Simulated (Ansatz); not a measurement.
`[Cl][GeH2][GeH3]` → `[Cl][GeH3]` + `[GeH2]` at 700 K and 1 bar (germylene loss).

Computed with Ansatz on PBE0-D4/def2-TZVP structures; ΔE is electronic, products minus reactants. CCSD(T)/CBS adds triple-zeta CCSD(T) − MP2 to the extrapolated MP2 energy (def2 sets, frozen cores). For Ge outer-core shells are correlated without core-valence functions, which leaves a few kJ/mol of doubt a bond. Scalar relativity is left out up to krypton.

```
           species  CCSD(T)/CBS energy (Eh)  H − E (kJ/mol)  S (J/(mol·K))
`[Cl][GeH2][GeH3]`              -4615.04400           174.4          450.9
      `[Cl][GeH3]`              -2537.71925           104.5          321.9
          `[GeH2]`              -2077.24753            54.8          253.9
```

H − E and S are ideal-gas, rigid-rotor, harmonic terms from PBE0-D4/def2-TZVP. 1 Eh = 2625.50 kJ/mol, R = 8.31446 J/(mol·K).

**Question.** By hand: ΔE, ΔH, ΔS and ΔG.

**Answer.** ΔE = (-2537.71925) + (-2077.24753) − (-4615.04400) = 0.07722 Eh = 202.7 kJ/mol. Δ(H − E) = 104.5 + 54.8 − 174.4 = -15.1, so ΔH = 187.6 kJ/mol. ΔS = 321.9 + 253.9 − 450.9 = 124.9 J/(mol·K). ΔG = 187.6 − 700 × (124.9)/1000 = 100.2 kJ/mol.

**Question.** By hand: the equilibrium constant, and the temperature at which ΔG would vanish if ΔH and ΔS stayed fixed.

**Answer.** log₁₀ K = −ΔG/(RT ln 10) = -7.5. ΔG = 0 at ΔH/ΔS = 1502 K.

The number of gas molecules changes by +1, which sets the sign of ΔS. A doubt of 5 kJ/mol in ΔE shifts log₁₀ K by 0.4 here. These are equilibria of isolated gas molecules and say nothing of rates. Largest T1 diagnostic: 0.012 (customary marks: 0.02 for closed shells, 0.045 for open ones).
